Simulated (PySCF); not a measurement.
Geometry:
| atom | x (Å) | y (Å) | z (Å) |
| --- | --- | --- | --- |
| C1 | -2.932 | 0.278 | 0.930 |
| C2 | -2.261 | 0.007 | -0.408 |
| O3 | -0.855 | 0.273 | -0.352 |
| C4 | -0.082 | -0.694 | 0.120 |
| O5 | -0.433 | -1.776 | 0.499 |
| C6 | 1.315 | -0.279 | 0.104 |
| C7 | 2.490 | -0.030 | 0.115 |
| C8 | 3.912 | 0.304 | 0.099 |
| F9 | 4.629 | -0.511 | 0.881 |
| F10 | 4.425 | 0.215 | -1.136 |
| F11 | 4.135 | 1.555 | 0.526 |
| H12 | -4.004 | 0.134 | 0.832 |
| H13 | -2.740 | 1.300 | 1.248 |
| H14 | -2.554 | -0.405 | 1.687 |
| H15 | -2.640 | 0.675 | -1.183 |
| H16 | -2.413 | -1.036 | -0.705 |

Computational details: structure optimised with GFN2-xTB, σ from GIAO-PBE0/pcSseg-1, in PySCF (a single conformation, averaged over atoms made equivalent by symmetry, fast rotation or ring inversion, non-relativistic Hamiltonian, isolated molecule).

δ = σ(ref) − σ, references computed at the same level: TMS for ¹³C and ¹H; H2O for ¹⁷O; CFCl3 for ¹⁹F.

```tsv
atoms	nucleus	count	δ (ppm)
C4	¹³C	1	157.5
C2	¹³C	1	?
O3	¹⁷O	1	229.6
C6	¹³C	1	84.8
C1	¹³C	1	?
C7	¹³C	1	76.1
H15/H16	¹H	2	4.55
H12/H13/H14	¹H	3	1.37
C8	¹³C	1	?
O5	¹⁷O	1	457.1
F9/F10/F11	¹⁹F	3	-63.8
```

**Question.** Estimate the values marked ?.

**Answer.** 
- C8: 123.5 ppm, CF3 carbon; 3 electronegative neighbours deshield it
- C2: 64.7 ppm, sp3 CH2 bonded to O; pulled downfield by the heteroatom
- C1: 16.4 ppm, methyl carbon; saturated and bonded to C and H only

Shifts are as computed. Against solution values, carbons near 30 ppm lie about +3 ppm off and those near 130 ppm about +5 ppm. Of 1211 compounds with measured shifts, 218 miss one by over three times the rms of a fit or turn the order of signals round; such compounds aren't used in these exercises. Unscaled 19F shifts against computed CFCl3 carry errors that often reach 10 to 50 ppm. Unscaled 17O shifts of doubly bonded oxygen tend to come out too high, by tens of ppm or more. Experimental scales use liquid or dissolved standards, which lie at an offset from isolated H2O (liquid H2O: subtract about 36 ppm).
